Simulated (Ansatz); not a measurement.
Ansatz (an electronic-structure program) input for 2H-1,3,5-oxadiazine (C₃H₄N₂O), SMILES C1=NC=NCO1, PBE0/def2-SVPD. The structure is a stationary point at B3LYP-D3(BJ)/def2-SVP. Other conformers were not sampled.

Ansatz 0.2 input:
```yaml
crystal:
  periodic: [false, false, false]
  atoms:
    - {symbol: C, position_ang: [-0.91512856, -0.94406653, -0.02024014]}
    - {symbol: N, position_ang: [-1.38196600, 0.22388703, -0.26130960]}
    - {symbol: C, position_ang: [-0.44953985, 1.26282169, -0.10336587]}
    - {symbol: N, position_ang: [0.81008219, 1.13605516, 0.05499793]}
    - {symbol: C, position_ang: [1.33076584, -0.19570991, 0.03150930]}
    - {symbol: O, position_ang: [0.34537882, -1.24588175, 0.28205609]}
    - {symbol: H, position_ang: [-1.56418030, -1.83017493, -0.00972278]}
    - {symbol: H, position_ang: [-0.88191310, 2.27189221, -0.10623652]}
    - {symbol: H, position_ang: [2.09656379, -0.32891641, 0.80941289]}
    - {symbol: H, position_ang: [1.79310093, -0.40361385, -0.95314017]}
basis:
  gaussian:
    orbitals: def2-SVPD
hamiltonian:
  xc: {name: PBE0}
```

It prints:

```
WARN ansatz: RAYON_NUM_THREADS=1 ignored (pool sized by the plan → 1); use --threads N
Functional definition: PBE0
integrals: 0.08 GiB planned
1298 factors; their error is unknown
mean field: 0.73 GiB planned
mean field evaluation 1: about -8182.5038 eV, gradient 4.7e1 eV
mean field evaluation 2: about -8179.0797 eV, gradient 6.2e1 eV
mean field evaluation 4: about -8187.1364 eV, gradient 4.5e0 eV
mean field evaluation 8: about -8187.1359 eV, gradient 4.0e-1 eV
mean field evaluation 16: about -8187.1363 eV, gradient 7.9e-5 eV
mean field -8187.13625389 eV, -300.8717078900 hartree, gradient 8.0e-5 eV, S^2 0.000000; 0 other end points of the search recorded, 0 dependent functions left out
reference -8187.13628495 eV, -300.8717090318 hartree; 22, 22 occupied and 133, 133 virtual orbitals, 1298 factors
Total energy: -8187.13628495 eV, -300.8717090318 hartree
```

The run converged.

Cost: very roughly 2.9 core-seconds.
